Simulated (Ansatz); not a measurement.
Coupled-cluster diagnostics for GaCl₃, Ansatz.

Geometry of the singlet (PBE0-D4/def2-SVP):

```xyz
4

Ga    0.0001    0.0000    0.0000
Cl   -1.0120   -0.0277   -1.8637
Cl    1.6263   -1.3175    0.3435
Cl   -0.6144    1.3453    1.5203
```

Correlated methods freeze 24 core orbitals; core or outer-core shells of Ga are correlated, in sets that lack core-valence functions.

**Question.** Estimate the CCSD(T) correlation energy, the shares of MP2 and (T), T1 and the reference's ⟨S²⟩ for: charge 0, singlet, own geometry in def2-TZVPP; and the rough time on 4 threads of Arm Neoverse V2 on a shared host.

**Answer.** 
| state | basis | correlation (eV) | MP2 share (%) | (T) share (%) | T1 | ⟨S²⟩ (pure) | wall time |
| --- | --- | --- | --- | --- | --- | --- | --- |
| charge 0, singlet, own geometry | def2-TZVPP | -23.001 | 91.2 | 4.2 | 0.011 | 0.00 (0.00) | 31 s |
Customary marks for T1 are 0.02 (closed shells), 0.045 (open shells) and about 0.05 (3d metals). T1 stays under 0.02 throughout.
